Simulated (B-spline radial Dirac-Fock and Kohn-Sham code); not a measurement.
Os 3d5/2: cross section and angular parameters

System: the free osmium atom, [Xe] 4f14 5d6 6s2; threshold 1960.0 eV (tabulated edge). The computed values come from a radial atomic solver: Dirac-Hartree-Slater photoionisation with a Latter tail; cross sections with all multipoles, angular parameters from the dipole term and its interference with E2.

For linearly polarised light dσ/dΩ = σ/(4π) [1 + β P₂(cos θ) + (δ + γ cos²θ) sin θ cos φ], with θ from the polarisation vector and φ the angle between the beam and the projection of the electron momentum on the plane normal to the polarisation.

```csv
hν (eV),σ (kb),β,γ,δ
2500,335,0.832,-0.215,-0.008
3970,92.4,1.205,0.152,0.063
4310,72.4,1.220,0.258,0.072
4400,68.0,1.223,0.285,0.075
7830,11.0,1.161,1.088,0.152
8047.8,?,?,?,?
9250,6.29,1.111,1.315,0.182
9760,5.24,1.093,1.386,0.193
9920,4.96,1.087,1.407,0.196
12000,2.57,1.018,1.654,0.239
12900,1.99,0.991,1.746,0.258
13200,1.84,0.982,1.774,0.264
15000,1.16,0.930,1.930,0.301
```

Task: Give the values at Cu Kα (8047.8 eV).

Result: σ = 10.0 kb, β = 1.154, γ = 1.126, δ = 0.156.
